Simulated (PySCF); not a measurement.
Isomers of C6H11Cl, from PBE0-D3(BJ)/def2-SVP geometry optimisation, gas phase in PySCF 2.14.0. One conformer each, no zero-point energy, no frequencies.

Problem. Which is lowest in electronic energy at this level?
A. `[Cl:1][CH:2]1[CH2:3][CH2:4][CH2:5][CH2:6][CH2:7]1` with Cl1–C2–C3–C4 70°, C2–C3–C4–C5 54°, C3–C4–C5–C6 -55°, C4–C5–C6–C7 55°: A = 3219, B = 1775, C = 1523 MHz, dipole 1.93 D
B. `[Cl:1][CH2:2][CH:3]1[CH2:4][CH2:5][CH2:6][CH2:7]1` with Cl1–C2–C3–C4 -60°, C2–C3–C4–C5 139°, C3–C4–C5–C6 15°, C4–C5–C6–C7 -35°, C5–C6–C7–C3 42°: A = 4030, B = 1314, C = 1265 MHz, dipole 1.83 D
C. `[CH3:1][C:2]([CH3:3])=[C:4]([CH3:5])[CH2:6][Cl:7]` with C2–C4–C6–Cl7 -102°: A = 3250, B = 1301, C = 1040 MHz, dipole 2.21 D

Solution. A. That is `C1CCCC(Cl)C1`, 8.7 kcal/mol below the next.

```tsv
SMILES	mapped SMILES	E (Eh)	relative (kcal/mol)	relative (kJ/mol)	dipole (D)
ClC1CCCCC1	[Cl:1][CH:2]1[CH2:3][CH2:4][CH2:5][CH2:6][CH2:7]1	-694.75108	0.0	0.0	1.93
ClCC1CCCC1	[Cl:1][CH2:2][CH:3]1[CH2:4][CH2:5][CH2:6][CH2:7]1	-694.73727	8.7	36.2	1.83
CC(C)=C(C)CCl	[CH3:1][C:2]([CH3:3])=[C:4]([CH3:5])[CH2:6][Cl:7]	-694.71090	25.2	105.5	2.21
```

As drawn, the highest has a C=C bond outside aromatic rings, which the lowest lacks.
